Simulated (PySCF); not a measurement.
Input for PySCF: R-B3LYP/LANL2DZ on SiH4 (SMILES [SiH4]).

```python
from pyscf import gto, scf, dft, mp
from pyscf.data.elements import chemcore

mol = gto.M(
    atom='''
    Si    0.01753434   -0.16762224   -0.10150452
    H     1.06879216    0.87345654   -0.08739598
    H    -1.07625700    0.22539958    0.81558087
    H     0.58978556   -1.45799786    0.34195421
    H    -0.52126322   -0.30918478   -1.47336801
    ''',
    basis='lanl2dz',
    ecp={'Si': 'lanl2dz'},
    charge=0, spin=0, verbose=3, max_memory=1800)
mf = dft.RKS(mol, xc='b3lyp')
mf.conv_tol = 1e-8
mf.max_cycle = 100
mf.kernel()
if not mf.converged:
    mf = mf.newton().run(mf.mo_coeff, mf.mo_occ)
```

It printed:

```
converged SCF energy = -6.26499777188621
```

The calculation finished and met its thresholds.

Cost: about 0.5 core-seconds (a rough figure).
